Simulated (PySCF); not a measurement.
# One molecule, several mistakes: ClGeH4N

All numbers below are calculated, not measured. The program is PySCF 2.14.0, an open-source quantum chemistry code, run on an isolated molecule that a program drew, which may never have been made. The molecule is ClGeH4N (charge 0, singlet), drawn as the SMILES string `[NH2][GeH2][Cl]`.

Each row is a Hartree-Fock (HF) and frozen-core CCSD(T) single point in the cc-pV(D+d)Z basis, meant for a local HF minimum. Run 1 is clean. Each other run has one planted mistake out of seven kinds, and not every kind appears here: one electron removed, one electron added, multiplicity raised by two, geometry at a saddle point, minimal basis STO-3G, one bond length entered in bohr, all coordinates scaled. The reference is restricted for singlets and unrestricted otherwise, and also for a bond in bohr. Adding or removing an electron swaps singlet and doublet. Electrons count all cores. HOMO and LUMO are orbital energies over both spins, the gradient is its largest component, and the lowest frequency (negative if imaginary) is given only where the gradient is small. Bond lengths are over the 6 bonds as drawn. T1 is the CCSD diagnostic: over 0.02 (restricted) or 0.045 (unrestricted) a single reference is doubtful. Germanium has the cc-pVDZ-PP basis, with a core potential (ECP10MDF) in place of its 10 inner electrons, and its 3s, 3p and 3d shells are frozen in CCSD(T).

Geometry of the clean run:
```xyz
7
ClGeH4N, angstrom
N    -0.5198    1.7590   -0.8355
Ge   -0.8299    0.7459    0.6448
Cl   -1.8743    2.0128    2.0680
H     0.1835    2.4707   -0.7436
H    -0.3518    1.2345   -1.6766
H     0.4138    0.2709    1.3909
H    -1.7580   -0.3963    0.2607
```

```
run,electrons,basis functions,<S^2>,HOMO (eV),LUMO (eV),gradient (hartree/bohr),lowest frequency (cm^-1),mean bond (Å),longest bond (Å),T1,HF (hartree),CCSD(T) (hartree),mistake
1,60,80,0.000,-11.25,3.68,6.0e-06,82,1.5084,2.173,0.0098,-809.71223,-810.16952,no fault
2,59,80,0.761,-16.71,-6.83,9.3e-02,-,1.5084,2.173,0.0230,-809.38642,-809.80674,one electron removed
3,60,80,0.861,-9.50,1.00,7.6e-03,-,1.7340,2.874,0.0395,-809.60649,-810.05157,?
4,60,80,2.009,-3.31,-0.25,7.3e-02,-,1.5084,2.173,0.0202,-809.49231,-809.93196,?
```

**Which mistake was planted in run 3, and what did it cost?**

The mean bond changes by a factor of 1.150 and the longest by 1.323, so the molecule wasn't scaled as a whole. A length L in bohr read as angstrom grows by (1/0.5292 - 1) L = 0.890 L. The 6 bonds together grew by 6 x 0.2256 = 1.354 Å, which gives L = 1.521 Å. That is the length of one of the Ge-H bonds, 1.521 Å in the clean geometry. So the mistake is: one bond length entered in bohr. Subtracting run 1 and multiplying by 627.51 kcal/mol a hartree, the energy moved by 66.4 kcal/mol in HF and 74.0 kcal/mol in CCSD(T).

**Which mistake was planted in run 4, and what did it cost?**

Electrons, basis and geometry are unchanged, and <S^2> is 2.009, beside S(S+1) = 2.00 for a multiplicity of 3. So the mistake is: multiplicity raised by two. Subtracting run 1 and multiplying by 627.51 kcal/mol a hartree, the energy moved by 138.0 kcal/mol in HF and 149.1 kcal/mol in CCSD(T).

